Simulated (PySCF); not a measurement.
Point-charge models of `CC(C)C[P@](C)(=O)O` against its computed dipole.

Coordinates (PBE0-D3(BJ)/def2-SVP, Å) and charges (e) from the PBE0/pcSseg-1 density (PySCF):

```csv
atom,x,y,z,Mulliken,IAO,Hirshfeld,ESP-fitted
C1,2.239,-0.535,-0.577,-0.2136,-0.4048,-0.1138,-0.5906
C2,1.003,0.293,-0.241,-0.4135,-0.0841,-0.0152,+0.6026
C3,1.380,1.727,0.122,-0.2254,-0.4171,-0.1206,-0.6259
C4,0.199,-0.385,0.874,-0.4295,-0.5252,-0.1142,-0.7545
P5,-1.440,0.318,1.198,+1.0762,+1.6937,+0.4813,+1.1577
C6,-2.449,0.026,-0.272,-0.5299,-0.6987,-0.1632,-0.7603
O7,-1.469,1.726,1.695,-0.6205,-0.9171,-0.4030,-0.6925
O8,-2.055,-0.748,2.277,-0.5317,-0.7734,-0.2527,-0.6594
H9,1.972,-1.558,-0.887,+0.1128,+0.1322,+0.0381,+0.1283
H10,2.815,-0.073,-1.393,+0.1199,+0.1377,+0.0416,+0.1423
H11,2.904,-0.612,0.299,+0.1100,+0.1324,+0.0383,+0.1519
H12,0.369,0.323,-1.147,+0.1269,+0.1182,+0.0316,-0.0365
H13,0.497,2.323,0.393,+0.1550,+0.1582,+0.0325,+0.1821
H14,1.902,2.217,-0.714,+0.1119,+0.1330,+0.0386,+0.1349
H15,2.059,1.735,0.991,+0.1049,+0.1306,+0.0375,+0.1562
H16,0.741,-0.326,1.834,+0.1568,+0.1554,+0.0494,+0.1941
H17,0.048,-1.457,0.661,+0.1537,+0.1507,+0.0459,+0.2160
H18,-2.064,0.618,-1.114,+0.1624,+0.1652,+0.0558,+0.2056
H19,-3.469,0.368,-0.044,+0.1639,+0.1739,+0.0585,+0.2103
H20,-2.473,-1.039,-0.542,+0.1527,+0.1636,+0.0531,+0.2142
H21,-2.365,-0.253,3.046,+0.2571,+0.3757,+0.1806,+0.4236
```

Task: What dipole does each set of charges give (1 e·Å = 4.803 D), and what does the density give?

Result: The full density gives (0.24, -2.26, -1.31) D, 2.62 D in size; dipole vectors point from the negative to the positive end.

```tsv
scheme	μx	μy	μz	size (D)	share of the full size (%)	angle to the full dipole (°)
Mulliken	0.62	-1.60	-1.93	2.59	99	22
IAO	0.48	-2.63	-1.98	3.33	127	7
Hirshfeld	0.02	-2.13	-0.96	2.33	89	8
ESP-fitted	0.26	-2.29	-1.35	2.67	102	1
```

Task: Which set comes closest?

Result: Length of the difference vector: ESP-fitted 0.05 D, Hirshfeld 0.44 D, IAO 0.80 D, Mulliken 0.97 D. Closest: ESP-fitted. The schemes that divide the density aren't constrained to reproduce the dipole.

Task: What is left for the Hirshfeld atoms' own dipoles?

Result: The shares of the density sum to the whole, so what Σ q r misses lies in dipoles about the nuclei. The atomic dipoles sum to (0.24, -2.26, -1.31) − (0.02, -2.13, -0.96) = (0.22, -0.13, -0.35) D, 0.44 D in size.

Task: With the origin at the mean of the coordinates, (0.016, 0.223, 0.308) Å, which are the largest single terms, by size, of the ESP-fitted dipole along the direction of the full one?

Result: O7 +7.06, C1 -3.68, P5 -3.67, C3 +3.24, H21 -2.40 D; all 21 atoms together +2.67 D. The single terms depend on the origin, their sum doesn't.

Task: Give the size of the full dipole in other units.

Result: 2.62 D = 1.031 au = 0.546 e·Å = 8.74 × 10⁻³⁰ C·m.

The structure is a single PBE0-D3(BJ)/def2-SVP conformer in the gas phase; no vibrational or solvent corrections.

The run behind these numbers computed NMR shieldings as well. The run took 46 s wall (grids of density and orbitals included) on an Arm Neoverse V2 with one thread, no GPU (shared host), and the process peaked at 0.89 GiB of memory.

The values belong to the conformer `[CH3:1][CH:2]([CH3:3])[CH2:4][P@:5]([CH3:6])(=[O:7])[OH:8]`: C1–C2–C4–P5 -170°, C2–C4–P5–C6 66°, H–O8–P5–C4 128°.
